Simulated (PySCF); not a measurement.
Stretching SnN

Set-up: basis Sn cc-pVDZ-PP with ECP28, N cc-pVDZ; scalar-relativistic core potentials; PySCF 2.14. Energies in eV from Sn + N in their ground configurations at the same level. State: ²Π (doublet), unpaired electrons π ↑.

Curves on a restricted Hartree–Fock reference rise too fast on stretching and do not dissociate correctly.

```csv
R (Å),ROHF-CCSD
1.794,-0.915
1.873,-1.299
1.933,-1.431
1.993,-1.466
2.053,-1.431
2.132,-1.309
2.232,-1.090
2.352,-0.803
```

Task: Put a parabola through the three lowest points of the ROHF-CCSD curve and estimate Re, k and ωe (reduced mass 12.54 u; 1 eV/Å² = 0.16022 mdyn/Å; ωe = 1302.8·√(k/μ) cm⁻¹).

Result: Through R = 1.933, 1.993, 2.053 Å the second-order coefficient is 9.72 eV/Å², so Re ≈ 1.993 Å, k ≈ 3.12 mdyn/Å and ωe ≈ 649 cm⁻¹. A polynomial fit of higher order to the unrounded ROHF-CCSD energies gives Re = 1.990 Å, k = 3.21 mdyn/Å, ωe = 659 cm⁻¹; anharmonicity and rounding make the difference.

The higher-order fit for each curve: ROHF-CCSD: Re = 1.990 Å, ωe = 659 cm⁻¹, De = 1.47 eV.

Correlated steps freeze 5 core orbitals. Correlated levels converge slowly with the basis: in double zeta they bind strong bonds too weakly, by up to about 1 eV, and carry superposition errors of some tenths. These are scalar-relativistic numbers at best; spin–orbit coupling would shift them, the dissociation energy most. The state was picked by a PBE0 search and need not be the measured ground state.
